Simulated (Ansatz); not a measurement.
`C[SiH](O)Cl` from Hartree–Fock to CCSD(T)

```xyz
9

C    -0.9927   -0.1792    0.6285
Si    0.5727   -0.2900   -0.3551
O     1.6216    0.9261   -0.0404
Cl    0.0535   -0.2670   -2.3542
H    -1.6437   -1.0280    0.4065
H    -0.7677   -0.1846    1.6981
H    -1.5408    0.7366    0.3938
H     1.3263   -1.5337   -0.0989
H     1.3710    1.8199   -0.2782
```

Charge 0, multiplicity 1. Geometry: relaxed with PBE0-D4/def2-TZVP. It is one conformer, not always the lowest. Frozen core, restricted reference, Ansatz. CBS rows extrapolate triple and quadruple zeta; past MP2 they add the triple-zeta difference.

```
     basis     HF (Eh)  MP2 corr.  CCSD corr.       (T)  CCSD(T) total
  def2-SVP  -863.86236   -0.56056    -0.60434  -0.01358     -864.48028
def2-TZVPP  -864.27371   -0.73028    -0.77223  -0.02899     -865.07493
def2-QZVPP  -864.30151   -0.79116           –         –              –
 CBS(def2)  -864.30534   -0.83626    -0.87822     as TZ     -865.21255
```
